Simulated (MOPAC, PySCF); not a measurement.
CH$_{4}$Sn, SMILES `[SnH2]=[CH2]`, neutral singlet in the gas phase. 

Z-matrix (Å, degrees):
```
Sn
C 1 1.9414
H 2 1.0793 1 121.41
H 2 1.0793 3 117.18 1 179.99
H 1 1.6892 2 123.36 3 -0.02
H 1 1.6892 5 113.29 2 179.99
```
Charge 0, multiplicity 1.

All levels are single points at this geometry (CAM-B3LYP-D3(BJ)/def2-TZVP); Pople sets use spherical d functions. Orbital energies aren't observables, and empty levels follow the basis.

| level | HOMO (eV) | LUMO (eV) | gap (eV) | dipole (D) | vertical IE, Delta-SCF (eV) |
|---|---|---|---|---|---|
| CAM-B3LYP-D3(BJ)/def2-TZVP in PySCF | -7.29 | -0.62 | 6.66 | 1.06 | 8.00 |
| PBE-D3(BJ)/def2-TZVP in PySCF | -5.24 | -2.30 | 2.95 | 0.79 | 8.15 |
| TPSSh-D3(BJ)/def2-TZVP in PySCF | -5.60 | -1.89 | 3.71 | 0.83 | 7.96 |
| B3LYP/6-311+G** (LANL2DZ on Sn) in PySCF | -5.90 | -1.70 | 4.21 | 1.09 | – |
| B3LYP/LANL2DZ in PySCF | -5.84 | -1.62 | 4.22 | 0.87 | – |
| BP86/6-31G* (LANL2DZ on Sn) in PySCF | -5.25 | -2.15 | 3.10 | 0.30 | – |
| M06-2X/6-31G* (LANL2DZ on Sn) in PySCF | -6.87 | -0.54 | 6.33 | 0.63 | – |
| PBE/6-31G* (LANL2DZ on Sn) in PySCF | -5.16 | -2.06 | 3.09 | 0.30 | 8.15 |
| SVWN5/6-31G* (LANL2DZ on Sn) in PySCF | -5.23 | -2.15 | 3.08 | 0.38 | 8.35 |
| HF/6-31G* (LANL2DZ on Sn) in PySCF | -7.74 | 1.66 | 9.39 | 0.65 | 6.49 |
| AM1 in MOPAC | -6.86 | -0.66 | 6.20 | 3.21 | – |
| PM3 in MOPAC | -9.73 | -1.75 | 7.98 | 1.76 | – |
| PM7 in MOPAC | -6.88 | 2.03 | 8.91 | 4.42 | – |
